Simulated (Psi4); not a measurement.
Cl₂Se, triplet, geometry from GFN2-xTB (a higher spin typed on purpose: for a closed-shell molecule this is an excited state); M06-2X/aug-cc-pVDZ run with Psi4.

Psi4 was given this input:
```
memory 2 GB

molecule mol {
0 3
  Se    0.090386    0.108805    0.817836
  Cl    0.976743    1.181393   -0.742519
  Cl   -1.157515   -1.399003   -0.893154
}

set basis aug-cc-pvdz
set reference uks
set d_convergence 1e-10

energy('m06-2x')
print_variables()
```

What the program printed (banner, timings and long lists left out):

```
   => Loading Basis Set <=

    Name: AUG-CC-PVDZ
    Role: ORBITAL
    Keyword: BASIS

         ---------------------------------------------------------
                                   SCF
               by Justin Turney, Rob Parrish, Andy Simmonett
                          and Daniel G. A. Smith
                              UKS Reference
         ---------------------------------------------------------

  ==> Geometry <==

    Molecular point group: cs
    Full point group: Cs

    Geometry (in Angstrom), charge = 0, multiplicity = 3:

       Center              X                  Y                   Z               Mass
    ------------   -----------------  -----------------  -----------------  -----------------
         SE          -0.132030695120    -0.763376459259     0.000000000000    79.916521800000
         CL          -1.523459245333     0.796978649321     0.000000000000    34.968852682000
         CL           1.825197309798     0.947613659804     0.000000000000    34.968852682000

  Running in cs symmetry.

  Rotational constants: A =      0.17986  B =      0.08203  C =      0.05634 [cm^-1]
  Rotational constants: A =   5392.08861  B =   2459.21947  C =   1688.93249 [MHz]
  Nuclear repulsion =  309.580882702172801

  Charge       = 0
  Multiplicity = 3
  Electrons    = 68
  Nalpha       = 35
  Nbeta        = 33

  ==> Algorithm <==

  SCF Algorithm Type is DF.
  DIIS enabled.
  MOM disabled.
  Fractional occupation disabled.
  Guess Type is SAD.
  Energy threshold   = 1.00e-06
  Density threshold  = 1.00e-10
  Integral threshold = 1.00e-12

  ==> Primary Basis <==

  Basis Set: AUG-CC-PVDZ
    Blend: AUG-CC-PVDZ
    Number of shells: 36
    Number of basis functions: 90
    Number of Cartesian functions: 97
    Spherical Harmonics?: true
    Max angular momentum: 2

  ==> DFT Potential <==

   => LibXC <=

    Version 7.1.2
    S. Lehtola, C. Steigemann, M. J. T. Oliveira, and M. A. L. Marques,  SoftwareX 7, 1–5 (2018) (10.1016/j.softx.2017.11.002)

   => Composite Functional: M06-2X <=

    Hybrid M06-2X Meta-GGA XC Functional  (10.1007/s00214-007-0310-x)
    Y. Zhao and D. G. Truhlar,  Theor. Chem. Acc., 120, 215, 2008

    Deriv               =              1
    GGA                 =           TRUE
    Meta                =           TRUE

    Exchange Hybrid     =           TRUE
    MP2 Hybrid          =          FALSE

   => Exchange Functionals <=

    1.0000   XC_HYB_MGGA_X_M06_2X

   => Exact (HF) Exchange <=

    0.5400               HF

   => Correlation Functionals <=

    1.0000   XC_MGGA_C_M06_2X

   => LibXC Density Thresholds  <==

    XC_MGGA_C_M06_2X:  1.00E-12
    XC_HYB_MGGA_X_M06_2X:  1.00E-15

   => Molecular Quadrature <=

    Radial Scheme          =       TREUTLER
    Pruning Scheme         =           NONE
    Nuclear Scheme         =       TREUTLER

    Blocking Scheme        =         OCTREE
    BS radius alpha        =              1
    Pruning alpha          =              1
    Radial Points          =             75
    Spherical Points       =            302
    Total Points           =          66007
    Total Blocks           =            583
    Max Points             =            256
    Max Functions          =             90
    Weights Tolerance      =       1.00E-15

   => Loading Basis Set <=

    Name: (AUG-CC-PVDZ AUX)
    Role: JKFIT
    Keyword: DF_BASIS_SCF

  ==> Integral Setup <==

  SCF_SUBTYPE=INCORE selected. In-core MEM_DF algorithm will be used.
  Using in-core AOs.

  ==> MemDFJK: Density-Fitted J/K Matrices <==

    J tasked:                   Yes
    K tasked:                   Yes
    wK tasked:                   No
    Algorithm:                 Core
    Schwarz Cutoff:           1E-12
    Mask sparsity (%):       0.0000
    Fitting Condition:        1E-10

   => Auxiliary Basis Set <=

  Basis Set: (AUG-CC-PVDZ AUX)
    Blend: AUG-CC-PVDZ-JKFIT
    Number of shells: 132
    Number of basis functions: 450
    Number of Cartesian functions: 539
    Spherical Harmonics?: true
    Max angular momentum: 3

  Minimum eigenvalue in the overlap matrix is 2.9160597669E-03.
  Reciprocal condition number of the overlap matrix is 5.9661285455E-04.
    Using symmetric orthogonalization.

  ==> Pre-Iterations <==

  SCF Guess: Superposition of Atomic Densities via on-the-fly atomic UHF (no occupation information).

   -------------------------
    Irrep   Nso     Nmo
   -------------------------
     A'        63      63
     A"        27      27
   -------------------------
    Total      90      90
   -------------------------

  ==> Iterations <==

                           Total Energy        Delta E     RMS |[F,P]|

   @DF-UKS iter SAD: -3318.71124004385229   -3.31871e+03   0.00000e+00
   @DF-UKS iter   1: -3321.26212642633300   -2.55089e+00   1.22657e-02 ADIIS/DIIS
   @DF-UKS iter   2: -3321.37635033071183   -1.14224e-01   8.00263e-03 ADIIS/DIIS
   @DF-UKS iter   3: -3321.51474002455961   -1.38390e-01   2.17672e-03 ADIIS/DIIS
   @DF-UKS iter   4: -3321.53074098206071   -1.60010e-02   5.06642e-04 ADIIS/DIIS
   @DF-UKS iter   5: -3321.53233718967749   -1.59621e-03   1.82470e-04 ADIIS/DIIS
   @DF-UKS iter   6: -3321.53271604007432   -3.78850e-04   1.25218e-04 ADIIS/DIIS
   @DF-UKS iter   7: -3321.53292690325952   -2.10863e-04   4.02766e-05 DIIS
   @DF-UKS iter   8: -3321.53294448143015   -1.75782e-05   1.91151e-05 DIIS
   @DF-UKS iter   9: -3321.53295183891896   -7.35749e-06   8.07127e-06 DIIS
   @DF-UKS iter  10: -3321.53295413488422   -2.29597e-06   3.67766e-06 DIIS
   @DF-UKS iter  11: -3321.53295451409122   -3.79207e-07   1.33834e-06 DIIS
   @DF-UKS iter  12: -3321.53295454064209   -2.65509e-08   3.83175e-07 DIIS
   @DF-UKS iter  13: -3321.53295454314593   -2.50384e-09   1.55406e-07 DIIS
   @DF-UKS iter  14: -3321.53295454350427   -3.58341e-10   6.14309e-08 DIIS
   @DF-UKS iter  15: -3321.53295454358340   -7.91260e-11   2.46748e-08 DIIS
   @DF-UKS iter  16: -3321.53295454358977   -6.36646e-12   1.12854e-08 DIIS
   @DF-UKS iter  17: -3321.53295454359841   -8.64020e-12   5.94667e-09 DIIS
   @DF-UKS iter  18: -3321.53295454359431    4.09273e-12   2.75851e-09 DIIS
   @DF-UKS iter  19: -3321.53295454359704   -2.72848e-12   1.33988e-09 DIIS
   @DF-UKS iter  20: -3321.53295454359977   -2.72848e-12   4.11362e-10 DIIS
   @DF-UKS iter  21: -3321.53295454359613    3.63798e-12   1.52886e-10 DIIS
   @DF-UKS iter  22: -3321.53295454359613    0.00000e+00   8.04312e-11 DIIS
  Energy and wave function converged.

  ==> Post-Iterations <==

   Electrons on quadrature grid:
      Nalpha   =   35.0000021030 ; deviation = 2.103e-06
      Nbeta    =   33.0000017562 ; deviation = 1.756e-06
      Ntotal   =   68.0000038592 ; deviation = 3.859e-06

   @Spin Contamination Metric:   1.163552710E-02
   @S^2 Expected:                2.000000000E+00
   @S^2 Observed:                2.011635527E+00
   @S   Expected:                1.000000000E+00
   @S   Observed:                1.000000000E+00

    Orbital Energies [Eh]
    ---------------------

    Alpha Occupied:

[...]
    Alpha Virtual:

[...]
      63Ap     1.484912

    Beta Occupied:

[...]
    Beta Virtual:

[...]
    Final Occupation by Irrep:
             Ap   App
    DOCC [    25,    8 ]
    SOCC [     1,    1 ]
    NA   [    26,    9 ]
    NB   [    25,    8 ]

  @DF-UKS Final Energy: -3321.53295454359613

   => Energetics <=

    Nuclear Repulsion Energy =            309.5808827021728007
    One-Electron Energy =               -5228.9624580343806883
    Two-Electron Energy =                1665.5875009736914762
    DFT Exchange-Correlation Energy =     -67.7388801850799638
    Empirical Dispersion Energy =           0.0000000000000000
    VV10 Nonlocal Energy =                  0.0000000000000000
    Total Energy =                      -3321.5329545435961336

  UHF NO Occupations:
  HONO-2 :   25 Ap 1.9976106
  HONO-1 :   26 Ap 1.0000000
  HONO-0 :    9App 1.0000000
  LUNO+0 :   27 Ap 0.0023894
  LUNO+1 :   28 Ap 0.0012407
  LUNO+2 :   10App 0.0010482
  LUNO+3 :   29 Ap 0.0004699

Computation Completed

Properties will be evaluated at   0.000000,   0.000000,   0.000000 [a0]

Properties computed using the SCF density matrix

 Multipole Moments:

 ------------------------------------------------------------------------------------
     Multipole            Electronic (a.u.)      Nuclear  (a.u.)        Total (a.u.)
 ------------------------------------------------------------------------------------

 L = 1.  Multiply by 2.5417464519 to convert [e a0] to [Debye]
 Dipole X            :         -2.3084034            1.2103761           -1.0980273
 Dipole Y            :         -7.9465122            6.9981654           -0.9483468
 Dipole Z            :          0.0000000            0.0000000            0.0000000
 Magnitude           :                                                    1.4508706

 ------------------------------------------------------------------------------------

  Variable Map:
  ----------------------------------------------------------------------------
[...]
  Array Variable Map:
  ----------------------------------------------------------------------------
[...]
[...]
```
